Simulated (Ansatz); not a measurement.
Basis sets compared for Al₇As₇H₂₀, a nanocrystal cut from zinc blende AlAs (hydrogen-capped). Charge 0, multiplicity 1. Geometry PBE-D4/def2-SVP. Ansatz on 2 threads of AMD EPYC 7R13 on a shared host and a share (18 GiB) of an NVIDIA H100 80GB HBM3; times are rough, and most runs start from earlier orbitals.

```xyz
34

Al    1.420    3.662    0.060
Al   -0.474   -3.203    2.360
Al    2.366   -0.335    0.484
Al   -1.394    1.099    1.678
Al   -2.073    2.569   -2.126
Al   -1.074   -1.413   -1.670
Al    1.743    1.105   -3.340
As   -1.563   -1.063    3.023
As    1.021    1.512    1.407
As    0.420    2.817   -2.077
As    1.833   -2.358    1.945
As   -1.269   -3.331    0.002
As    1.319   -0.821   -1.694
As   -2.166    0.514   -0.588
H     3.015    3.802   -0.052
H     0.487    4.773    0.746
H    -0.663   -4.480    3.300
H     3.954   -0.202    0.538
H    -2.247    2.162    2.508
H    -2.797    3.745   -1.308
H    -2.584    2.051   -3.556
H    -1.718   -1.979   -3.015
H     3.319    1.399   -3.255
H     1.002    0.674   -4.697
H    -1.155   -0.832    4.476
H    -3.023   -1.418    3.293
H     1.551    1.721    2.825
H     0.601    4.040   -2.979
H     2.469   -2.218    3.325
H     2.632   -3.577    1.492
H    -0.650   -4.606   -0.564
H    -2.706   -3.839    0.084
H     2.033   -2.070   -2.209
H    -3.626    0.099   -0.417
```

The 6-31G sets use Cartesian d functions. B3LYP takes the VWN-RPA correlation. Single mean-field runs in def2-SVP, def2-TZVP are fitted with def2-universal-jkfit.

Binding counts from free atoms (Al doublet, As quartet, H doublet) in the same basis, without a counterpoise term.

| level | functions | energy (Eh) | HOMO (eV) | LUMO (eV) | binding per atom (eV) | wall time |
| --- | --- | --- | --- | --- | --- | --- |
| HF/STO-3G | 209 | -17150.4191 | -5.69 | 7.74 | 3.39 | 13 s |
| HF/6-31G | 334 | -17342.0078 | -9.22 | 1.35 | 1.64 | 20 s |
| PBE-D4/def2-SVP | 450 | -17354.7415 | -5.89 | -2.40 | 2.73 | 14 s |
| B3LYP-D4/6-31G | 334 | -17358.2697 | -6.69 | -1.63 | 2.57 | 17 s |
| PBE0-D4/def2-SVP | 450 | -17355.4080 | -6.93 | -1.70 | 2.72 | 20 s |

Problem. Estimate the rows for PBE-D4/def2-TZVP, B3LYP-D4/def2-TZVP, PBE0-D4/def2-TZVP (with forces).

Solution. 
| level | functions | energy (Eh) | HOMO (eV) | LUMO (eV) | binding per atom (eV) | wall time |
| --- | --- | --- | --- | --- | --- | --- |
| PBE-D4/def2-TZVP | 715 | -17357.2736 | -5.95 | -2.48 | 2.72 | 22 s |
| B3LYP-D4/def2-TZVP | 715 | -17361.1127 | -6.77 | -1.91 | 2.73 | 21 s |
| PBE0-D4/def2-TZVP (with forces) | 715 | -17357.9234 | -6.96 | -1.76 | 2.71 | 25 s |
